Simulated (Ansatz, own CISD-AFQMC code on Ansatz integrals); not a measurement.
C2H6Si2, SMILES `C1=C[SiH2][SiH2]1` (charge 0, multiplicity 1).

Cartesian coordinates (Å):
SMILES: C1=C[SiH2][SiH2]1
```xyz
10

C     -0.7867     1.0042     0.1283
C      0.5011     1.0538     0.5311
Si     1.2120    -0.6460     0.1285
Si    -1.0208    -0.7320    -0.5700
H     -1.4730     1.8421     0.2263
H      0.9490     1.9354     0.9839
H      1.6632    -1.4364     1.3016
H      2.3119    -0.6511    -0.8688
H     -2.0027    -1.5776     0.1547
H     -1.3540    -0.7923    -2.0156
```
Charge 0, spin multiplicity 1.

Frozen-core correlation energies in cc-pVDZ at a geometry from B3LYP-D3(BJ)/def2-TZVP, on an HF energy of -657.04888 Ha (<S^2> = 0.00). Wave-function levels are from Ansatz, the walk from an own CISD-AFQMC code on Ansatz integrals (time step 0.005/Ha, trial state from CCSD amplitudes, largest double 0.10).

| level | correlation energy (mHa) |
|---|---|
| MP2 | -456.5 |
| CCSD | -511.8 |
| CCSD(T) | -531.0 |

Task: What correlation energy does phaseless AFQMC give, and where does it lie among these levels?

Result: -533.4 ± 0.4 mHa (one standard error). AFQMC minus each level: MP2 -76.9 mHa, CCSD -21.6 mHa, CCSD(T) -2.4 mHa.
